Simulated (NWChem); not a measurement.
# Correlation energy of H$_{3}$Si$_{2}$

```
Si
H 1 1.4976
H 1 1.4999 2 107.61
Si 1 2.2813 2 123.35 3 165.33
H 4 1.5322 1 89.10 2 172.80
```
Charge 0, spin multiplicity 2.

All runs are NWChem calculations. Structure: optimised with UPBE0/def2-SVP, a minimum by its harmonic frequencies.

Basis set: cc-pVDZ. Each correlation energy counts from its own Hartree-Fock reference.

```
method           correlation energy (mHa)             remark
---------------  ------------------------  -----------------
CCSD[T] on ROHF                    -225.8                  -
CCSD(T) on ROHF                    -225.5                  -
SCS-UMP2                           -174.2  spin-contaminated
CCSD[T] on UHF                     -219.3  spin-contaminated
CCSD on ROHF                       -218.2                  -
CCSD on UHF                        -212.1  spin-contaminated
UMP2                               -165.6  spin-contaminated
URI-MP2                            -165.5  spin-contaminated
CCSD(T) on UHF                     -219.0  spin-contaminated
```

The values span 60.3 mHa, from CCSD[T] on ROHF (lowest) to URI-MP2 (highest). 

The correlated methods keep 10 core orbitals frozen. The structure started from a generated list of species. No SCF solution was tested for a lower state. Open-shell Hartree-Fock references start from PBE0 orbitals. Coupled-cluster values serve here as a point of comparison, not as the truth.
